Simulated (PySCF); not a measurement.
GeH5, SMILES [GeH5-], charge -1.

Geometry: B3LYP-D3(BJ)/def2-TZVPD.

These are r2SCAN/def2-TZVPD (PySCF) values and carry that method's errors.

Symmetry labels are those of the subgroup C2v that the program uses (full group D3h).

Question: List the valence orbital energies around the gap with their symmetry. (The exact figures need the calculation; the answer reports its results.)

Answer: 
```tsv
orbital	symmetry	energy (eV)
HOMO−7	A1	-24.35
HOMO−6	B2	-24.31
HOMO−5	A2	-24.31
HOMO−4	A1	-8.32
HOMO−3	A1	-3.06
HOMO−2	B1	-3.06
HOMO−1	B2	-2.36
HOMO	A1	1.00
LUMO	A1	4.17
LUMO+1	B1	5.70
LUMO+2	A1	5.70
LUMO+3	B2	6.78
```
